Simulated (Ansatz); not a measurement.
Molecule: CH₃Cl₂Si, charge 0, multiplicity 2. It need not be the lowest isomer of its formula. 
Geometry from a B3LYP-D3(BJ)/def2-TZVP (Ansatz, an electronic-structure program) optimisation:
SMILES: C[Si](Cl)Cl
```xyz
7

C     -1.8715    -0.7602    -0.3319
Si    -0.0314    -0.4258    -0.4281
Cl     0.2635     1.5712    -0.9004
Cl     0.8173    -0.8072     1.4245
H     -2.0498    -1.8023    -0.0659
H     -2.3131    -0.1161     0.4321
H     -2.3419    -0.5477    -1.2923
```
Charge 0, spin multiplicity 2.

Computed values are from Ansatz. Correlated levels leave the core frozen unless marked. Open shells are spin-unrestricted. No spin-orbit coupling. No relativistic terms. CBS marks a two-point X^-3 extrapolation of the correlation energy; Hartree-Fock from the larger set. The bracket is a focal-point correction in the basis named.

Q: What is the dipole moment at CCSD(T)/aug-cc-pV(D+d)Z?

A: 2.01 D.

Q: What is the vertical electron affinity (to the singlet; negative means unbound) at RI-MP2/CBS(aug-cc-pV(T+d)Z,aug-cc-pV(Q+d)Z)+[CCSD(T)-MP2]/aug-cc-pV(T+d)Z?

A: 1.44 eV.

Q: What is the T1 diagnostic at CCSD/aug-cc-pV(T+d)Z?

A: 0.012.

Q: What is the vertical ionisation energy (to the singlet) at RI-MP2/CBS(aug-cc-pV(T+d)Z,aug-cc-pV(Q+d)Z)+[CCSD(T)-MP2]/aug-cc-pV(T+d)Z?

A: 8.55 eV.

Q: What is the atomisation energy De at RI-MP2/CBS(aug-cc-pV(T+d)Z,aug-cc-pV(Q+d)Z)+[CCSD(T)-MP2]/aug-cc-pV(T+d)Z?

A: 567.1 kcal/mol.
